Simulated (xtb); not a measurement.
xtb input:

```bash
xtb mol.xyz --gfn 1 --opt tight --chrg 0 --uhf 0
```
mol.xyz:
```
13

C      1.81167815    -0.80049929    -0.72724910
Si     0.42727411     0.02288773     0.18003562
Cl     0.25714706     1.95201040    -0.55711269
Cl     0.86844822     0.16377318     2.19132509
N     -1.05736707    -0.81257428     0.06591794
Si    -1.91781358    -1.27111600    -1.37187603
H      1.97800350    -1.80154054    -0.32670503
H      2.73018920    -0.22192863    -0.62696358
H      1.57272551    -0.88300663    -1.78876328
H     -1.56952901    -0.87559173     0.93592165
H     -0.97111937    -1.12443740    -2.49815559
H     -2.37186220    -2.67771475    -1.27551787
H     -3.10447454    -0.41788958    -1.61359225
```

Task: What final total energy does it print?

Result: -21.51833 Eh (GFN1-xTB).
